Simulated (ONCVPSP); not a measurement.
## gallium (Ga): one change to an ONCV potential, before and after

| Property | Result |
| --- | --- |
| Element | Ga |
| Generator | ONCVPSP 4.0.1 |
| Type | optimised norm-conserving Vanderbilt (ONCV) |
| Functional | PBE |
| Relativity | scalar-relativistic |
| Frozen core | [Ne] 3s2 |
| Valence charge | 19 |
| Reference configuration | 3p6 3d10 4s1.5 4p1.5 |
| Partial waves | 4s: rc 1.75 bohr, ncon 3, nbas 6, qcut 3 1/bohr, 3 projectors, debl 1.2 Ha; 3p+4p: rc 1.00 bohr, ncon 4, nbas 8, qcut 11.6 1/bohr, 2 projectors; 3d: rc 1.20 bohr, ncon 4, nbas 9, qcut 13 1/bohr, 2 projectors, debl 2.1 Ha |
| Local potential | polynomial inside 0.90 bohr (lpopt 4, dvloc0 0 Ha) |
| Core correction | Teter function, fcfact 5.75, rcfact 1.1 |

Change: p: rc 1.44.

Cutoffs: the cutoffs (Ha) at which the residual kinetic energy of the hardest occupied pseudo-wave falls to 1 and 0.1 mHa per electron; they do not see the model core or the augmentation charge, which bear on the density cutoff. Errors are all-electron minus pseudo energies relative to the spin-unpolarised reference configuration.

Question: How do hardness, ghosts and transferability respond?

Answer: The potential gets neither clearly harder nor softer (69 Ha and 77 Ha → 69 Ha and 77 Ha); the d channel sets the loose cutoff, while the largest relative change is in p, which becomes softer; the errors of the 4 common tests hardly move; neither file shows a bound ghost.

```csv
quantity,base,changed
"cutoff, loose",69 Ha,69 Ha
"cutoff, tight",77 Ha,77 Ha
loose cutoff by channel,"s 21 Ha, p 53 Ha, d 69 Ha","s 21 Ha, p 44 Ha, d 69 Ha"
bound ghosts,none,none
GHOST(+) flags under 300 eV,s at 81.8 eV,s at 81.8 eV
"error for 3p6 3d10 4s2 4p1, meV [ΔE -3.23 eV]",-1.4,-1.4
"error for 3p6 3d10 4s2 4p0, meV [ΔE 2.46 eV]",-2.8,-2.7
"error for 3p6 3d10 4s1 4p0, meV [ΔE 23.59 eV]",+1.7,+1.6
"error for 3p6 3d9 4s2 4p2, meV [ΔE 17.09 eV]",+40,+36
s: phases at 1.78 bohr within 0.05 rad from the reference energy up to (Ha; the scan ends near 5),n/a,n/a
d: phases at 1.22 bohr within 0.05 rad from the reference energy up to (Ha; the scan ends near 5),to the end of the scan,to the end of the scan
"rms error of d²Exc/dni dnj with the model core, mHa",2.24,2.14
```
